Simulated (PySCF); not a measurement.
Species: C₃H₅ClF₂O₂S.
Structure used (GFN2-xTB), in Å, numbered top down from 1:
```xyz
14
C3H5ClF2O2S angstrom
C     -0.227    1.449   -0.493
C     -0.208   -0.061   -0.429
C     -1.157   -0.621    0.611
F     -1.074   -1.967    0.647
F     -2.441   -0.329    0.292
S      1.472   -0.512    0.136
O      2.433    0.265   -0.573
O      1.492   -0.497    1.562
Cl     1.709   -2.418   -0.480
H     -1.210    1.809   -0.794
H      0.516    1.792   -1.208
H      0.018    1.863    0.483
H     -0.371   -0.535   -1.396
H     -0.953   -0.236    1.620
```

Method used: TDDFT CAM-B3LYP/def2-SVPD, vertical, gas phase, core orbitals frozen in the response (PySCF).

Ground-to-excited transition dipoles (e·a0, same axes as the geometry; the sign carries no meaning), for the states with f of 0.002 or more among the lowest 7:

```json
{"state": "S1", "E (eV)": "6.001", "μx": "-0.075", "μy": "-0.063", "μz": "0.134"}
{"state": "S2", "E (eV)": "6.553", "μx": "-0.111", "μy": "-0.038", "μz": "-0.092"}
{"state": "S3", "E (eV)": "6.882", "μx": "-0.446", "μy": "0.673", "μz": "0.102"}
{"state": "S4", "E (eV)": "6.935", "μx": "0.101", "μy": "-0.185", "μz": "0.051"}
{"state": "S5", "E (eV)": "7.847", "μx": "-0.069", "μy": "-0.072", "μz": "0.123"}
{"state": "S6", "E (eV)": "8.087", "μx": "0.098", "μy": "-0.745", "μz": "-0.279"}
{"state": "S7", "E (eV)": "8.258", "μx": "0.092", "μy": "-0.259", "μz": "-0.158"}
```

Task: What oscillator strength does each state have?

Result: f = (2/3) ΔE |μ|² with ΔE in hartree (27.2114 eV).

| state | \|μ\|² (au) | \|μ\| (D) | f |
| --- | --- | --- | --- |
| S1 | 0.028 | 0.42 | 0.004 |
| S2 | 0.022 | 0.38 | 0.004 |
| S3 | 0.662 | 2.07 | 0.112 |
| S4 | 0.047 | 0.55 | 0.008 |
| S5 | 0.025 | 0.40 | 0.005 |
| S6 | 0.643 | 2.04 | 0.127 |
| S7 | 0.100 | 0.81 | 0.020 |

Task: Which bond between heavy atoms lies closest to the direction of the S6 transition dipole?

Result: S6–Cl9, at 3° from it; next C3–F4 at 22°.

Task: What angle do the transition dipoles of S3 and S6 make?

Result: |cos θ| = |μa·μb| / (|μa| |μb|) = 0.88, so θ ≈ 28° (taken between 0 and 90°, since the signs are arbitrary).

Task: How is the summed strength of these states shared among x, y and z?

Result: (2/3) Σ ΔE μα² gives 0.043 for x, 0.208 for y and 0.030 for z, 0.280 in all.

Task: What peak molar absorption coefficient would the strongest computed level give as a lone Gaussian band 0.4 eV wide at half height?

Result: ε(max) = 2.175×10⁸ f / FWHM, with the width in cm⁻¹. S6: 2.175×10⁸ × 0.1273 / 3226 ≈ 8600 L mol⁻¹ cm⁻¹.

One conformer stands for the species.
